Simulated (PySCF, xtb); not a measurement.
C₄H₁₀BN, SMILES CNB1CCC1.

xtb with GFN2-xTB at its own geometry gives an orbital gap of 5.53 eV and a dipole moment of 2.13 D.

Geometry: PBE0-D3(BJ)/def2-SVP. The geometry has at least one imaginary mode, so it is a saddle point at that level. This is a generated structure with no PubChem entry under its InChIKey; it may be hypothetical. One conformer was computed; it need not be the lowest.

**Question.** What does PBE/def2-TZVP (PySCF) give? (An estimate is asked for; the answer gives what the named calculation found.)

**Answer.** gap 5.92 eV (levels -6.14 and -0.22 eV), dipole 1.79 D.
